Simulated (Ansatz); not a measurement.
`[SeH][SnH2][SeH]` + PH₃ → `P[SeH]` + `[SeH][SnH3]` at 600 K and 1 bar (ligand exchange at the Se–Sn bond).

Isolated molecules relaxed with PBE0-D4/def2-TZVP in Ansatz; ΔE leaves out vibrations. CCSD(T)/CBS adds triple-zeta CCSD(T) − MP2 to the extrapolated MP2 energy (def2 sets, frozen cores). This one scheme is used for every species. Elements past krypton have def2 core potentials. For Se, Sn outer-core shells are correlated without core-valence functions, which leaves a few kJ/mol of doubt a bond. Scalar relativity is left out up to krypton. One conformer a species, not always the lowest.

```csv
species,CCSD(T)/CBS energy (Eh),H − E (kJ/mol),S (J/(mol·K))
`[SeH][SnH2][SeH]`,-5017.88675,133.1,466.3
PH₃,-342.72256,86.3,240.2
`P[SeH]`,-2743.44381,100.9,326.5
`[SeH][SnH3]`,-2617.13827,115.7,375.3
```

H − E and S are ideal-gas, rigid-rotor, harmonic terms from PBE0-D4/def2-TZVP, for one conformer and one mirror image of each species. 1 Eh = 2625.50 kJ/mol, R = 8.31446 J/(mol·K).

Problem. By hand: ΔE, ΔH, ΔS and ΔG.

Solution. ΔE = (-2743.44381) + (-2617.13827) − (-5017.88675) − (-342.72256) = 0.02723 Eh = 71.5 kJ/mol. Δ(H − E) = 100.9 + 115.7 − 133.1 − 86.3 = -2.8, so ΔH = 68.7 kJ/mol. ΔS = 326.5 + 375.3 − 466.3 − 240.2 = -4.7 J/(mol·K). ΔG = 68.7 − 600 × (-4.7)/1000 = 71.5 kJ/mol.

Problem. By hand: the equilibrium constant, and the temperature at which ΔG would vanish if ΔH and ΔS stayed fixed.

Solution. log₁₀ K = −ΔG/(RT ln 10) = -6.2. ΔH and −TΔS have one sign here, so there is no such temperature.

The number of gas molecules stays the same, so ΔS is small and ΔH decides. A doubt of 5 kJ/mol in ΔE shifts log₁₀ K by 0.4 here. Other conformers and mirror images would add mixing entropy, several J/(mol·K) or more a flexible species. Modes under 60 cm⁻¹, often nearly free rotors, make the harmonic entropy too high. These are equilibria of isolated gas molecules and say nothing of rates. Largest T1 diagnostic: 0.013 (customary marks: 0.02 for closed shells, 0.045 for open ones).

ΔS is within the doubt of such terms, so its sign, and with it that verdict, could turn.
